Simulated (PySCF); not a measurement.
Spectrum to structure. Level of theory: TDDFT PBE0/def2-SVPD, vertical, gas phase, core orbitals frozen in the response (PySCF). Geometries: GFN2-xTB, one conformer each.

```tsv
state	λ (nm)	f
S1	218.6	0.012
S2	215.0	0.014
S3	206.7	0.0000
S4	200.3	0.0061
S5	180.2	0.012
S6	177.2	0.014
```

Question: Which candidate is it?
A. `C[C@H]1CN[SiH2]N1`
B. `C=N[Si@@H](C)NC`
C. `N[SiH](N)O[SiH3]`

Answer: A. Its S1 lies at 5.67 eV; the nearest of the others has S1 at 6.62 eV. S1 is HOMO→LUMO (94%). Löwdin shares by element: HOMO nitrogen 63%, carbon 13% or more (atoms not listed hold the other 24%); LUMO silicon 34%, hydrogen 33% or more (atoms not listed hold the other 34%). At the same level the other candidates give, for their lowest levels:
- `N[SiH](N)O[SiH3]`: 187 nm (f 0.018); 181 nm (f 0.070); 169 nm (f 0.010); 167 nm (f 0.014); 165 nm (f 0.004); T1 6.36 eV; HOMO -7.56, LUMO 0.19 eV
- `C=N[Si@@H](C)NC`: 304 nm (f 0.000); 261 nm (f 0.003); 210 nm (f 0.006); 195 nm (f 0.005); 188 nm (f 0.021); T1 3.42 eV; HOMO -6.48, LUMO -0.72 eV
Triplets come from the Tamm–Dancoff approximation.

Without π bonds the low states may be Rydberg-like; a valence basis with one diffuse set may place them up to an eV too high.
